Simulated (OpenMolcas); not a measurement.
Ti2+ with its 6 nearest fluoride ions at 2.203 Å, on the Ca site of CsCaF3 (a = 4.526 Å, distance in the model lattice 2.263 Å). The rest of the host is ab initio model potentials to 7.6 Å, with orthogonalisation functions on the cations behind the ligands, and point charges beyond; the distance is set by hand and nothing relaxes. Ligand basis ANO-RCC-VDZP.
```
Ti    0.0000    0.0000    0.0000
F     2.2030    0.0000    0.0000
F     0.0000    2.2030    0.0000
F    -2.2030    0.0000    0.0000
F     0.0000   -2.2030    0.0000
F     0.0000    0.0000    2.2030
F     0.0000    0.0000   -2.2030
```

```yaml
Program: OpenMolcas
Method: CASSCF
Basis: ANO-RCC-VTZP [6s5p3d2f1g]
Scalar_Hamiltonian: DKH2, point nucleus
Active_space: 2 electrons in 5 orbitals (3d)
State_averaging: 2S+1 = 3 even, 10 roots; 2S+1 = 1 even, 15 roots
Spin-orbit_coupling: state interaction with AMFI integrals over the reference wave functions
```

Problem. What is the spin-free ground state (labels of O, the rotations of Oh)?

Solution. 3T1, 3-fold in its orbital part, 95 % from free-ion F terms; it has the highest spin that d2 allows.

Problem. Where is the first state of the same spin?

Solution. 3T2 at 8900 cm-1 above the ground state.

Problem. What are the lowest two levels with spin-orbit coupling?

Solution. A 2-fold level E, then a 3-fold level T2 3.2 cm-1 above it. Their leading multiplicities are 3 (100 %) and 3 (100 %).

Problem. What is χT at 300 K, and how does it compare with the textbook value?

Solution. The lowest level has 2S+1 = 3, for which the spin-only value is χT = S(S+1) / 2 = 1.000 cm3 K/mol (g = 2). The computed 1.103 at 300 K differs by +0.103, through orbital momentum, spin-orbit coupling and any other state in reach. With a threefold ground state the orbital momentum is unquenched, so the spin-only value is not expected to hold.

Problem. Which ligand-field parameters describe the states?

Solution. A least-squares ligand-field fit to the states below 45000 cm-1, each weighted by its degeneracy and with a free common offset, gives 10Dq = 10501 cm-1, B = 869 cm-1 and C = 3225 cm-1 (C/B = 3.71), with an rms deviation of 179 cm-1. The same method and metal basis give the free ion B = 891 cm-1 (fit to its terms below 60000 cm-1, rms deviation 68 cm-1), so the nephelauxetic ratio is β = 869 / 891 = 0.98; it hangs on how both fits weigh the states, and computed free-ion B values tend to be too large, so β mixes covalency with correlation.

An orbital triplet at a regular site is open to Jahn-Teller coupling, which can distort the site and quench the lowest spin-orbit gaps and is left out. Without dynamic correlation the repulsion within the d shell is too large (B by tens of per cent), so at a given field states of lower spin stand too high. Ligand-to-metal charge-transfer states are missing. With no ligand orbital active B as a rule stays too high, so bands that hang on it stand too high and its fall with covalency is understated. With metal d orbitals alone and no dynamic correlation 10Dq can be off by a tenth to a fifth, either way, in oxide and fluoride hosts. No measured value stands beside these numbers; the geometry was set by hand and not optimised.
